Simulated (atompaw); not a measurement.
# Pseudopotential generation for Rh (Z = 45): PAW (atompaw), PBE, scalar-relativistic.

atompaw 4.2.0.5 input, output lines left out:

```
Rh 45
GGA-PBE scalarrelativistic loggrid 1500 logderivrange -6 5 276
5 5 4 0 0 0
5 0 1
5 1 0
4 2 8
0 0 0
c
c
c
c
v
c
c
v
v
c
v
2
3.00 2.20 2.95 1.90
y
1.4
n
n
y
0.2
n
bloechl gaussian
bessel
```

All-electron outer shells of the reference configuration (PBE, scalar-relativistic, ld1.x):

```tsv
shell	level (eV)	outermost node (bohr)	outermost maximum (bohr)
3d	-300.61	–	0.29
4s	-82.49	0.47	0.88
4p	-50.42	0.47	0.94
4d	-5.94	0.46	1.14
5s	-4.30	1.19	2.63
5p	-0.85	1.35	3.93
```

Question: Estimate the cutoffs (Ry, on a coarse ladder) from which the occupation-weighted sum of valence levels, in a spherical-Bessel basis at the reference potential, stays within 10 and 1 mRy of its value at 400 Ry.

Answer: 25 Ry and 35 Ry.

Question: Does the potential have ghost states?

Answer: No extra level below or beside the all-electron valence levels (s, p, d, f tested).

Question: Is the overlap operator S = 1 + Σ q|β⟩⟨β| positive definite (Bessel basis up to 400 Ry)?

Answer: Yes: its lowest eigenvalue is 0.39 (s channel).
